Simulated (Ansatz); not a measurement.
`F[Si](F)(S)Cl` + HBr → `F[Si](F)(Cl)Br` + H₂S at 400 K and 1 bar (ligand exchange at the Si–S bond).

Calculated with Ansatz (gas phase, PBE0-D4/def2-TZVP geometries, no zero-point term in ΔE). CCSD(T)/CBS adds triple-zeta CCSD(T) − MP2 to the extrapolated MP2 energy (def2 sets, frozen cores). This one scheme is used for every species. For Br outer-core shells are correlated without core-valence functions, which leaves a few kJ/mol of doubt a bond. Scalar relativity is left out up to krypton. One conformer a species, not always the lowest.

| species | CCSD(T)/CBS energy (Eh) | H − E (kJ/mol) | S (J/(mol·K)) |
| --- | --- | --- | --- |
| `F[Si](F)(S)Cl` | -1347.04322 | 76.8 | 372.1 |
| HBr | -2573.91920 | 27.6 | 207.2 |
| `F[Si](F)(Cl)Br` | -3522.00110 | 51.7 | 366.5 |
| H₂S | -398.97279 | 53.4 | 215.9 |

H − E and S are ideal-gas, rigid-rotor, harmonic terms from PBE0-D4/def2-TZVP, for one conformer and one mirror image of each species. 1 Eh = 2625.50 kJ/mol, R = 8.31446 J/(mol·K).

By hand: ΔE, ΔH, ΔS and ΔG.

ΔE = (-3522.00110) + (-398.97279) − (-1347.04322) − (-2573.91920) = -0.01147 Eh = -30.1 kJ/mol. Δ(H − E) = 51.7 + 53.4 − 76.8 − 27.6 = 0.7, so ΔH = -29.4 kJ/mol. ΔS = 366.5 + 215.9 − 372.1 − 207.2 = 3.1 J/(mol·K). ΔG = -29.4 − 400 × (3.1)/1000 = -30.6 kJ/mol.

By hand: the equilibrium constant, and the temperature at which ΔG would vanish if ΔH and ΔS stayed fixed.

log₁₀ K = −ΔG/(RT ln 10) = 4.0. ΔH and −TΔS have one sign here, so there is no such temperature. One of them is within its doubt of zero, so this could turn.

The number of gas molecules stays the same, so ΔS is small and ΔH decides. A doubt of 5 kJ/mol in ΔE shifts log₁₀ K by 0.7 here. Other conformers and mirror images would add mixing entropy, several J/(mol·K) or more a flexible species. These are equilibria of isolated gas molecules and say nothing of rates. Largest T1 diagnostic: 0.011 (customary marks: 0.02 for closed shells, 0.045 for open ones).
